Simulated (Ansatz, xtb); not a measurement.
**Relaxing a trial structure of F2GeH3Sb**

The starting geometry of this gas-phase singlet has its atoms placed at random.

```xyz
7

F    -1.5788    1.1062    1.0845
F    -0.7683   -1.3570    0.1330
Ge   -0.6443    1.1354   -1.5380
Sb   -0.2410   -0.1616    1.8185
H    -0.7389   -2.0980    0.3809
H     1.0768    1.5351   -0.5362
H     0.5662   -0.0121   -0.8747
```

Question: Guess where an optimisation with r2SCAN-D4/def2-SVP ends from this start.

Answer: It falls apart into FGeH2Sb + FH. Distances that change by over a tenth: F2–H5 (0.78 → 0.95 Å), Ge3–Sb4 (3.62 → 2.98 Å). Contacts that open: F2–Sb4 (2.13 → 3.30 Å). Contacts that close: F1–Ge3 (2.78 → 1.96 Å), Ge3–H6 (2.03 → 1.59 Å), Sb4–H7 (2.82 → 1.86 Å).

The energy falls by 4.81 eV over 32 steps:

```tsv
step	E − E(last) (eV)
1	4.811
4	1.702
8	0.818
11	0.185
15	0.084
18	0.066
22	0.061
25	0.036
29	0.004
32	0.000
```

Final geometry (Å):

```yaml
atoms:
  - { symbol: F, position_ang: [-1.2823, 0.8222, 0.5532] }
  - { symbol: F, position_ang: [-1.4123, -1.9359, -0.2601] }
  - { symbol: Ge, position_ang: [-0.2887, 0.8953, -1.1305] }
  - { symbol: Sb, position_ang: [0.4055, 0.0496, 1.6457] }
  - { symbol: H, position_ang: [-0.8850, -1.7735, 0.5096] }
  - { symbol: H, position_ang: [0.3400, 2.2925, -0.6901] }
  - { symbol: H, position_ang: [0.7945, -0.2024, -0.1599] }
```

From the same start GFN2-xTB ends elsewhere, differing in F1–Sb4 (2.53 against 2.15 Å here), Ge3–Sb4 (3.41 against 2.98 Å here), Ge3–H7 (2.32 against 1.82 Å here).

From so rough a start the end depends on the optimiser's path, so another program may land elsewhere. No frequencies were run, so the end isn't proven a minimum. Atoms past krypton carry core potentials, without spin–orbit terms. Run with Ansatz 0.2.0, 2.3 min on 1 thread of Intel(R) Xeon(R) Platinum 8259CL CPU @ 2.50GHz (Skylake/Cascade Lake), with other jobs on the host.
